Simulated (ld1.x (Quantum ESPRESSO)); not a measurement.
Which change was made? (Ce, TM)

| Item | Value |
| --- | --- |
| Element | Ce (Z = 58) |
| Generator | ld1.x (Quantum ESPRESSO) 7.5 |
| Type | norm-conserving Troullier–Martins (Kleinman–Bylander form) |
| Functional | PBE |
| Relativity | non-relativistic |
| Frozen core | [Xe] |
| Valence charge | 4 |
| Reference configuration | 4f1 5d1 6s1.5 6p0 (charge +0.5) |
| Partial waves | 6s (bound): rc 3.60 bohr; 6p (bound, empty): rc 3.70 bohr; 4f (bound): rc 1.70 bohr; 5d (bound): rc 3.05 bohr |
| Local potential | the d channel |
| Core correction | none |

Cutoffs, loose and tight: the cutoffs (Ry, on a coarse ladder) from which the occupation-weighted sum of valence levels, in a spherical-Bessel basis at the reference potential, stays within 10 and 1 mRy of its value at 400 Ry. They do not see the model core or the augmentation charge, which bear on the density cutoff. Test errors are all-electron minus pseudo excitation energies from the reference, over the configurations 4f1 5d1 6s2 6p0; 4f1 5d1 6s1 6p0; 4f1 5d1 6s0 6p0; 4f0 5d1 6s2 6p0; 4f1 5d1 6s0 6p2; 4f2 5d0 6s1 6p0; 4f0 5d2 6s2 6p0; variants that change the core or the reference have their own tests. The largest error is taken over the tests solved by every variant that gives reliable tests at all, those not shown here included: 4f1 5d1 6s0 6p0; 4f1 5d1 6s0 6p2; 4f1 5d1 6s1 6p0; 4f1 5d1 6s2 6p0; 4f2 5d0 6s1 6p0.

The base gives: outcome: generated; cutoff, loose: 120 Ry; cutoff, tight: 140 Ry; bound ghosts: s, p; largest test error (meV): +210.

**Question.** After one change the result is: outcome: generated; cutoff, loose: 110 Ry; cutoff, tight: 140 Ry; bound ghosts: none; largest test error (meV): +210. Which change was it?
A. wave 5d (bound): rc 3.05 bohr becomes 5d (bound): rc 2.78 bohr
B. core [Kr] 4d10 5s2, valence charge 10; reference 4f1 5p6 5d1 6s2 6p0; waves now 5p (bound): rc 0.70 bohr; 5d (bound): rc 2.40 bohr; 4f (bound): rc 0.95 bohr; 6s (bound): rc 3.35 bohr; local potential the s channel; core correction Bessel-smoothed model core, default radius (core density twice the valence density)
C. type TM semilocal
D. wave 4f (bound): rc 1.70 bohr becomes 4f (bound): rc 2.54 bohr

**Answer.** C. The others give: wave 5d (bound): rc 3.05 bohr becomes 5d (bound): rc 2.78 bohr → outcome: failed: run_pseudo: Errors in PS-KS equation | wave 4f (bound): rc 1.70 bohr becomes 4f (bound): rc 2.54 bohr → outcome: generated; cutoff, loose: 60 Ry; cutoff, tight: 70 Ry; bound ghosts: s, p; largest test error (meV): +857 | core [Kr] 4d10 5s2, valence charge 10; reference 4f1 5p6 5d1 6s2 6p0; waves now 5p (bound): rc 0.70 bohr; 5d (bound): rc 2.40 bohr; 4f (bound): rc 0.95 bohr; 6s (bound): rc 3.35 bohr; local potential the s channel; core correction Bessel-smoothed model core, default radius (core density twice the valence density) → outcome: failed: the pseudo-atom did not reach self-consistency.
